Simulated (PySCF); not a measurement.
CH4Cl2Ge, SMILES [GeH]([Cl])([Cl])[CH3].

The structure is a stationary point at PBE0-D3(BJ)/def2-SVP.

Two levels are set side by side: TDA-PBE/def2-SVPD (PySCF) and TDA-PBE0/def2-SVPD (PySCF). Vertical, same geometry. The lowest singlet is HOMO→LUMO 97 % with PBE and HOMO→LUMO 96 % with the other functional; states are paired by order. Differences are taken from unrounded values.

```csv
quantity,TDA-PBE0
lowest singlet excitation (eV),6.83
lowest triplet excitation (TDA) (eV),6.28
first bright state (f over 0.05) (eV),8.36
its oscillator strength,0.07
```

**Question.** What does TDA-PBE give, and how far is it from TDA-PBE0? (An estimate is asked for; the answer gives what the named calculation found.)

**Answer.** 
```csv
quantity,TDA-PBE,TDA-PBE minus TDA-PBE0
lowest singlet excitation (eV),6.14,-0.69
lowest triplet excitation (TDA) (eV),5.68,-0.60
first bright state (f over 0.05) (eV),7.28,-1.08
its oscillator strength,0.08,0.01
```

A lower first singlet is the usual sign of a functional without exact exchange. Differences between two approximate levels are no errors against the true value.

Rough cost on one machine, each run with all the roots and properties that it gave: TDA-PBE0 against TDA-PBE within a factor of 2.
